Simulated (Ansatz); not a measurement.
```xyz
5

F     1.7109    0.5110    0.1467
Ti    0.0399    0.0571    0.0681
F    -0.8083    0.7808    1.3953
Cl   -0.8124    0.7539   -1.8020
Cl   -0.1300   -2.1027    0.1919
```

Charge 0, multiplicity 1.

(1) List the ωB97M-V/def2-TZVPP orbital energies in eV (the Gaussian-basis code of Ansatz). (Best estimate.)

## Answers

(1) Computed: Occupied: -4883.13, -2772.61, -2772.61, -678.49, -678.49, -551.82, -460.33, -460.32, -460.31, -263.02, -263.02, -200.44, -200.44, -200.39, -200.39, -200.38, -200.38, -72.23, -47.87, -47.66, -47.44, -35.93, -35.70, -26.04, -25.86, -16.62, -16.58, -16.06, -16.00, -15.85, -15.28, -13.81, -13.60, -13.11, -12.58, -12.42, -12.06. Lowest empty: -1.37, -1.21, -0.77, -0.23, 0.02, 0.87, 3.13, 3.13.
